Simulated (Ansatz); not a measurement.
System (SMILES): Cl[Se]Cl.
Atoms: Se1, Cl2, Cl3. Bonds: Se1-Cl2, Se1-Cl3.

Basis-set convergence of the optimised Se1-Cl2 bond length at PBE0 with Ansatz (a quantum-chemistry and plane-wave program). All functions are spherical. The program fits the integrals of some runs and decomposes those of others, by size. No added dispersion term, no relativity. Reference: the value in pcseg-3, 2.1447 Å, itself unsure by roughly 0.0003 Å (its mean distance from def2-QZVPP, cc-pV(Q+d)Z). Deviations are taken from unrounded values.

| basis | functions |
|---|---|
| cc-pV(D+d)Z | 73 |
| aug-cc-pV(D+d)Z | 100 |
| cc-pV(T+d)Z | 121 |
| aug-cc-pV(T+d)Z | 169 |
| cc-pV(Q+d)Z | 196 |

Which is the smallest correlation-consistent set listed that can be trusted to 0.005 Å here, that is, within that of the reference together with its larger relatives (same family, alike in diffuse functions; a set with none to test it counts only in the reference's own line)?

The smallest set listed that lies within 0.005 Å of the reference with all its larger relatives (same family, alike in diffuse functions; a set with none counts only in the reference's own line) is cc-pV(T+d)Z (121 functions, 0.0020 Å off). Inside, with no larger relative to test it: aug-cc-pV(T+d)Z. Value minus reference: cc-pV(D+d)Z 0.0167, aug-cc-pV(D+d)Z 0.0163, cc-pV(T+d)Z 0.0020, aug-cc-pV(T+d)Z 0.0026, cc-pV(Q+d)Z 0.0003 Å.
